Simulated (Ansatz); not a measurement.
Reaction (ligand exchange at the Si–N bond): `[OH][GeH2][NH][SiH](O)F` + H–F → `O[SiH](F)F` + `[NH2][GeH2][OH]`

Gas-phase electronic energies from Ansatz, PBE0-D4/def2-TZVP geometries. CCSD(T)/CBS adds triple-zeta CCSD(T) − MP2 to the extrapolated MP2 energy (def2 sets, frozen cores). This one scheme is used for every species. Functionals use def2-TZVPP. For Ge outer-core shells are correlated without core-valence functions, which leaves a few kJ/mol of doubt a bond. Scalar relativity is left out up to krypton. One conformer a species, not always the lowest.

Problem. Is it downhill or uphill in electronic energy at CCSD(T)/CBS, and by how much? (An estimate is asked.)

Solution. The calculation gave: Downhill: ΔE = -13.7 kcal/mol.

Problem. What do these levels give: PBE-D4, r2SCAN-D4, ωB97X-V, ωB97M-V, r2SCAN, PBE0, MP2/def2-TZVPP, CCSD/def2-TZVPP, SCS-MP2/def2-QZVPP, HF/CBS(def2), MP2/CBS(def2), CCSD/CBS(def2)? (Estimate.)

Solution. The calculation gave: PBE-D4 -13.1, r2SCAN-D4 -15.2, ωB97X-V -14.7, ωB97M-V -14.3, r2SCAN -15.8, PBE0 -15.1, MP2/def2-TZVPP -13.3, CCSD/def2-TZVPP -14.7, SCS-MP2/def2-QZVPP -15.2, HF/CBS(def2) -20.9, MP2/CBS(def2) -13.3, CCSD/CBS(def2) -14.8 kcal/mol.

Largest T1 diagnostic among the species: 0.012.

In def2-TZVPP, CCSD(T) changes the Hartree–Fock value by +6.6 kcal/mol (the triples alone add +1.0 kcal/mol) and MP2 by +7.0 kcal/mol. The D4 term adds +3.6 kcal/mol with B3LYP and +2.0 kcal/mol with PBE0; it sums over pairs of atoms, weighted by their polarisabilities, and B3LYP, whose exchange is more repulsive, gets the larger term.

B3LYP here is the variant with VWN-RPA as its local correlation; programs differ in this.
